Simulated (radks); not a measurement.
Results of a calculation; reference values are marked as such.
Q: These are the eigenvalues of the occupied orbitals of an atom or ion with whole-number occupations (eV). Code: a radial shooting solver on a logarithmic mesh with Libxc functionals. Model: scalar-relativistic Kohn-Sham, PBE, spin-polarised, spherical densities, finite nucleus; Fermi nuclear charge, rms radius of each element as measured or else 0.836 A^(1/3) + 0.57 fm.

1s down: -10289.47
1s up: -10289.47
2s up: -1322.271
2s down: -1321.513
2p up: -1158.708
2p down: -1158.140
3s up: -206.7021
3s down: -205.3640
3p up: -157.1685
3p down: -155.8510
3d up: -76.3327
3d down: -75.0413

Which element is it, and in what charge state? The configuration may be excited. Open shells, if any, are filled with parallel spins first.

A: Z = 31, gallium, charge +4: Ga4+ in [Ar] 3d9. The list shows which subshells hold electrons but not how many an open one holds; the 1s level, -378.13 hartree, gives Z - s = 27.5 by -(Z - s)^2/2, which with screening and relativity narrows Z to a few neighbours, and the depths of the outer levels then fix element, charge and occupations together.
